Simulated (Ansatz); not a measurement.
Br₂ClH₂HfN, SMILES `[NH2][Hf]([Cl])([Br])[Br]`, relaxed with RKS PBE0-D4/def2-TZVP in Ansatz 0.2.0 from a GFN2-xTB geometry. The force threshold is 0.005 eV/Å; the program also tests the step.

Total charge 0; spin multiplicity 1. Hf: def2 effective core potential.

Start:

```xyz
7

N     1.147   -0.662    0.364
Hf   -0.528    0.350    0.008
Cl   -1.728    1.627    1.453
Br   -0.032    1.857   -1.914
Br   -2.195   -1.264   -0.902
H     2.094   -0.330    0.193
H     1.241   -1.578    0.798
```

(1) By how much does the energy fall, and how many steps does the optimiser take? (Estimate.)

(2) Which bonds change most? (Estimate.)

(3) Give the relaxed structure. (Estimate.)

Results:

(1) Computed: 6.38 kcal/mol, in 44 steps, 10 of them rejected.

(2) Ansatz gave: Hf2–Cl3 from 2.272 to 2.330 Å; N1–H7 from 1.019 to 1.011 Å; N1–H6 from 1.018 to 1.012 Å; Hf2–Br5 from 2.492 to 2.497 Å.

(3) The calculation gave: 
```xyz
7

N     1.069   -0.589    0.407
Hf   -0.591    0.338   -0.182
Cl   -1.521    1.275    1.738
Br    0.038    2.044   -1.893
Br   -2.106   -1.343   -1.238
H     1.735   -1.050   -0.199
H     1.376   -0.674    1.367
```
